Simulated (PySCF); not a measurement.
Spinor energies of Nb⁴⁺ (niobium, charge +4)

Start: [Kr] 4d1; 4d3/2 filled at m_j = +3/2. Calculated with PySCF 2.14 in x2c-TZVPPall-2c (8s9p7d2f1g, 93 functions): generalised Hartree-Fock with the X2C-1e Hamiltonian and a Gaussian nucleus; one run each with spin-orbit coupling (SO) switched off, then screened by Boettger's factors.

```tsv
spinor shell	electrons	ε, spin-free (eV)	ε, screened SO (eV)	weight of nominal j (screened SO)	rms radius, screened SO (bohr)
1s1/2	2	-19134.8	-19133.8	1.000	0.0415
2s1/2	2	-2791.3	-2791.0	1.000	0.171
2p1/2	2	-2491.2	-2557.3	1.000	0.149
2p3/2	4	-2491.2	-2460.0	1.000	0.154
3s1/2	2	-537.01	-536.90	1.000	0.471
3p1/2	2	-436.12	-447.30	1.000	0.471
3p3/2	4	-436.12	-430.78	1.000	0.481
3d3/2	4	-271.04	-272.95	0.999	0.471
4s1/2	2	-117.90	-117.86	1.000	1.22
4p1/2	2	-87.470	-89.874	0.982	1.33
4p3/2	4	-87.470	-86.263	0.991	1.35
4d3/2	1	-49.986	-50.111	0.993	1.73
```

Q: Where does 3d5/2 lie, and what is the 3d spin-orbit splitting (screened SO)?

A: At -269.63 eV, 3.315 eV above 3d3/2.

```tsv
quantity	spin-free	screened SO
E (hartree)	-3814.08376	-3814.49560
M_J	3/2	3/2
⟨J²⟩	4.795	3.789
⟨L²⟩	6.012	6.015
⟨S²⟩	0.752	0.759
```

Each row is a mean over spinors that exchange with the open shell spreads, by up to 3.727 eV (4p1/2).

Breit and QED terms are absent; they matter most for the inner s and p1/2 levels.

Densities and radii are taken from the X2C orbitals without a picture-change correction, which distorts them close to the nucleus.

Without spin-orbit coupling the j labels of p, d and f shells carry no meaning; the spin-free column gives the mean over the occupied spinors of each nl shell, and its ⟨J²⟩ belongs to a mixture of degenerate components.
